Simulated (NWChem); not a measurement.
System: CH₄SSe; SMILES [Se](S)C

```xyz
7

Se    -0.4682    -0.4644     0.0195
C      1.2652    -1.3501     0.0080
H      1.0584    -2.4291     0.0730
H      1.8562    -1.0369     0.8777
H      1.8050    -1.1363    -0.9234
S      0.1826     1.6408     0.0622
H      0.2725     1.8398    -1.2753
```
Atoms are numbered in this order, from 1.

Level: PBE0/def2-SVP (NWChem), optimised geometry, unscaled harmonic frequencies. This build's default masses of Se (78.918 u) and Br (79.917 u) are each other's, which moves their modes by up to 0.6 %.

```csv
frequency (cm⁻¹),IR intensity (km/mol)
140,0.2
195,0.3
312,19.8
407,3.0
605,2.8
833,3.0
903,10.7
911,5.7
1289,2.9
1424,10.6
1444,10.7
2671,3.1
3069,9.5
3188,1.4
3208,0.8
```

```
Quantity                                                                            Value
-----------------------------------------------------------------------  ----------------
zero-point energy                                                           29.4 kcal/mol
thermal correction to the enthalpy at 298.15 K (with zero-point energy)     33.2 kcal/mol
heat capacity Cv                                                         15.8 cal/(mol K)
entropy at 298.15 K and 1 atm (symmetry number 1)                        74.1 cal/(mol K)
dipole moment                                                                      1.78 D
```

Rigid rotor and harmonic oscillator.
